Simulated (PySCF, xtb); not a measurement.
C4H6BFO, SMILES FB1CC=CCO1.

GFN2-xTB run with xtb at its own geometry gives an orbital gap of 5.13 eV and a dipole moment of 2.99 D.

Geometry: B3LYP-D3(BJ)/def2-SVP. The structure was generated by enumeration, and PubChem lists no compound with its InChIKey, so it may never have been made. The values are those of a single conformer.

**Question.** What does PBE/def2-TZVP (PySCF) give? (An estimate is asked for; the answer gives what the named calculation found.)

**Answer.** gap 5.33 eV (levels -6.19 and -0.87 eV), dipole 2.44 D.
